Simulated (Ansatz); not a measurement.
Steps of a relaxation of CH10N2Si2, SMILES `CN[SiH](N)[SiH3]` with RKS PBE-D4/def2-SVP.

```sh
$ ansatz run in.yaml --threads 2 --pin off --events-out ev --progress --plain --max-ram 32768MiB --backend cpu
```

```yaml
crystal:
  periodic: [false, false, false]
  atoms:
    - {symbol: C, position_ang: [-2.020200, -0.774900, -0.251600]}
    - {symbol: N, position_ang: [-0.650000, -1.019600, -0.345500]}
    - {symbol: Si, position_ang: [0.543200, -0.181600, 0.466200]}
    - {symbol: N, position_ang: [1.912400, -1.185000, -0.024800]}
    - {symbol: Si, position_ang: [0.821900, 2.062700, -0.047100]}
    - {symbol: H, position_ang: [-2.627300, -1.462400, -0.836600]}
    - {symbol: H, position_ang: [-2.401900, -0.772000, 0.774300]}
    - {symbol: H, position_ang: [-2.268100, 0.272300, -0.685200]}
    - {symbol: H, position_ang: [-0.368800, -1.058600, -1.281700]}
    - {symbol: H, position_ang: [0.400500, -0.425600, 1.947200]}
    - {symbol: H, position_ang: [1.480200, -2.148600, 0.083000]}
    - {symbol: H, position_ang: [2.626700, -1.122100, 0.657600]}
    - {symbol: H, position_ang: [-0.432100, 2.859300, 0.391500]}
    - {symbol: H, position_ang: [1.986100, 2.652200, 0.675900]}
    - {symbol: H, position_ang: [0.975600, 2.253200, -1.493800]}
basis:
  gaussian: {orbitals: def2-SVP}
hamiltonian: {xc: pbe, dispersion: d4}
relax: {f_tol: 0.03, max_steps: 200}
```

Positions (Å) and forces (eV/Å) along the path, 8 of 10 steps:

```xyz
15
step=1 energy=-19914.0373 eV
C    -2.020   -0.775   -0.252   -1.750    2.382   -0.712
N    -0.650   -1.020   -0.345   -0.771   -1.225    0.799
Si    0.543   -0.182    0.466    2.082   -0.044    1.700
N     1.912   -1.185   -0.025   -1.470   -0.838   -1.092
Si    0.822    2.063   -0.047   -0.756    0.533    0.727
H    -2.627   -1.462   -0.837   -0.361   -0.670   -0.293
H    -2.402   -0.772    0.774   -0.038   -0.114    0.508
H    -2.268    0.272   -0.685   -0.254   -0.824    0.487
H    -0.369   -1.059   -1.282    0.655   -0.463   -2.408
H     0.401   -0.426    1.947   -0.456    0.437    0.250
H     1.480   -2.149    0.083    0.709    0.895   -0.176
H     2.627   -1.122    0.658    1.578    0.014    1.017
H    -0.432    2.859    0.392    0.472   -0.312   -0.171
H     1.986    2.652    0.676    0.235    0.128    0.075
H     0.976    2.253   -1.494    0.124    0.101   -0.710
15
step=2 energy=-19914.5976 eV
C    -2.095   -0.717   -0.280   -0.822    0.803   -0.189
N    -0.698   -1.016   -0.354   -0.151   -0.461   -0.281
Si    0.560   -0.264    0.535    0.897    0.536    0.621
N     1.988   -1.159   -0.042   -0.860   -0.509    0.367
Si    0.829    2.018   -0.014   -0.136    0.059    0.267
H    -2.703   -1.454   -0.835   -0.055   -0.199   -0.054
H    -2.457   -0.731    0.764    0.032   -0.046    0.182
H    -2.391    0.300   -0.695    0.153   -0.393    0.180
H    -0.380   -1.120   -1.315    0.035   -0.185   -0.458
H     0.265   -0.352    2.036   -0.081   -0.044   -0.245
H     1.671   -2.152    0.054    0.442    0.375   -0.175
H     2.783   -1.059    0.594    0.316    0.068   -0.008
H    -0.403    2.809    0.389    0.106   -0.081   -0.019
H     2.007    2.640    0.682    0.082    0.085    0.030
H     1.003    2.207   -1.488    0.041   -0.007   -0.218
15
step=3 energy=-19914.6953 eV
C    -2.151   -0.717   -0.294   -0.247   -0.035    0.129
N    -0.738   -1.024   -0.390    0.216   -0.025   -0.524
Si    0.552   -0.265    0.507    0.302    0.084    0.254
N     1.981   -1.178   -0.035    0.068   -0.291    0.868
Si    0.881    2.038    0.027    0.077   -0.090   -0.119
H    -2.765   -1.494   -0.806    0.088    0.062    0.054
H    -2.471   -0.718    0.772    0.050   -0.002   -0.036
H    -2.462    0.273   -0.714    0.075   -0.033   -0.022
H    -0.429   -1.192   -1.362   -0.189    0.013    0.228
H     0.184   -0.346    1.987   -0.035   -0.058   -0.156
H     1.774   -2.186    0.154    0.265    0.477   -0.196
H     2.851   -0.956    0.506   -0.608   -0.092   -0.516
H    -0.348    2.812    0.429   -0.045    0.012    0.005
H     2.059    2.693    0.711   -0.013   -0.063    0.007
H     1.062    2.209   -1.463   -0.003    0.042    0.022
15
step=4 energy=-19914.7430 eV
C    -2.138   -0.744   -0.259    0.048   -0.059   -0.427
N    -0.717   -0.952   -0.512   -0.251    0.098    0.607
Si    0.508   -0.243    0.521    0.217   -0.469   -0.533
N     1.926   -1.190    0.100    0.455    0.103    0.293
Si    0.905    2.024   -0.031    0.101   -0.015    0.251
H    -2.739   -1.525   -0.771   -0.084   -0.032    0.015
H    -2.376   -0.817    0.823    0.155   -0.009   -0.006
H    -2.521    0.243   -0.613   -0.083    0.029    0.030
H    -0.459   -1.049   -1.499   -0.094    0.053    0.055
H     0.008   -0.364    1.948   -0.132    0.096   -0.050
H     1.847   -2.210    0.229   -0.115    0.192   -0.019
H     2.832   -0.892    0.494   -0.225   -0.008   -0.187
H    -0.288    2.824    0.430   -0.009    0.028   -0.031
H     2.115    2.578    0.680    0.026    0.086   -0.028
H     1.077    2.266   -1.511   -0.009   -0.095    0.030
15
step=5 energy=-19914.7799 eV
C    -2.182   -0.796   -0.267    0.105    0.104    0.365
N    -0.745   -0.919   -0.498   -0.697   -0.040   -0.365
Si    0.513   -0.245    0.493    0.082    0.033    0.074
N     1.936   -1.185    0.144   -0.100    0.178    0.001
Si    0.996    2.027    0.021   -0.058   -0.039    0.011
H    -2.745   -1.634   -0.725    0.025   -0.123   -0.052
H    -2.395   -0.829    0.825    0.039    0.022   -0.114
H    -2.640    0.147   -0.657    0.068   -0.004    0.019
H    -0.561   -0.973   -1.503    0.281   -0.027   -0.017
H    -0.084   -0.336    1.884    0.025    0.052    0.036
H     1.852   -2.198    0.299    0.338    0.184    0.013
H     2.863   -0.783    0.329   -0.170   -0.354    0.004
H    -0.229    2.828    0.400    0.062    0.030    0.025
H     2.192    2.605    0.741   -0.032    0.010    0.010
H     1.206    2.239   -1.458    0.031   -0.026   -0.011
15
step=6 energy=-19914.8058 eV
C    -2.186   -0.781   -0.264    0.137    0.003   -0.042
N    -0.761   -0.938   -0.526   -0.160    0.053    0.079
Si    0.497   -0.257    0.479    0.049   -0.034   -0.037
N     1.941   -1.168    0.115    0.147    0.079    0.091
Si    0.975    2.014    0.018   -0.022    0.022    0.016
H    -2.769   -1.607   -0.725   -0.022   -0.017    0.002
H    -2.379   -0.820    0.829    0.034    0.003   -0.025
H    -2.618    0.180   -0.636   -0.023   -0.022    0.006
H    -0.541   -1.023   -1.523    0.026    0.015    0.043
H    -0.071   -0.332    1.883   -0.036   -0.026   -0.006
H     1.902   -2.180    0.278    0.063    0.048    0.003
H     2.852   -0.787    0.406   -0.224   -0.115   -0.091
H    -0.218    2.845    0.428    0.001    0.000   -0.034
H     2.173    2.595    0.731    0.022   -0.033    0.001
H     1.182    2.206   -1.464    0.008    0.023   -0.005
15
step=9 energy=-19914.8180 eV
C    -2.223   -0.855   -0.256   -0.018   -0.009   -0.002
N    -0.806   -0.851   -0.558    0.008   -0.012    0.008
Si    0.458   -0.219    0.462    0.057    0.000   -0.020
N     1.901   -1.137    0.120   -0.059    0.022    0.006
Si    1.047    2.035    0.035   -0.005   -0.006    0.000
H    -2.722   -1.778   -0.630    0.004   -0.003    0.001
H    -2.369   -0.834    0.844   -0.004    0.001    0.005
H    -2.786    0.014   -0.673    0.000    0.010   -0.003
H    -0.589   -0.937   -1.555    0.000    0.003    0.004
H    -0.145   -0.303    1.852   -0.001   -0.007   -0.010
H     1.903   -2.146    0.299    0.009   -0.004    0.003
H     2.816   -0.729    0.323    0.005    0.002    0.002
H    -0.108    2.941    0.383    0.006    0.002   -0.003
H     2.250    2.514    0.815   -0.001    0.001    0.002
H     1.352    2.234   -1.431    0.000    0.001    0.007
15
step=10 energy=-19914.8182 eV
C    -2.226   -0.859   -0.254   -0.003   -0.003   -0.002
N    -0.807   -0.861   -0.554    0.012    0.008    0.000
Si    0.457   -0.215    0.457   -0.012   -0.025    0.017
N     1.899   -1.134    0.116   -0.002    0.007   -0.003
Si    1.050    2.039    0.036    0.001    0.002   -0.010
H    -2.725   -1.781   -0.627    0.000    0.002    0.002
H    -2.374   -0.834    0.845    0.001    0.001    0.001
H    -2.784    0.012   -0.674   -0.001    0.002   -0.002
H    -0.592   -0.950   -1.551    0.001    0.000   -0.003
H    -0.145   -0.300    1.847    0.005    0.004   -0.003
H     1.901   -2.142    0.294    0.000    0.000    0.002
H     2.815   -0.726    0.318   -0.001    0.002   -0.003
H    -0.104    2.949    0.378   -0.004    0.000    0.000
H     2.248    2.512    0.825    0.001   -0.005    0.003
H     1.366    2.239   -1.426    0.002    0.004   -0.002
```

Hardware: 2 threads of an AMD EPYC 7R13 on a shared host. Wall time 28 s, peak host memory 0.21 GiB.
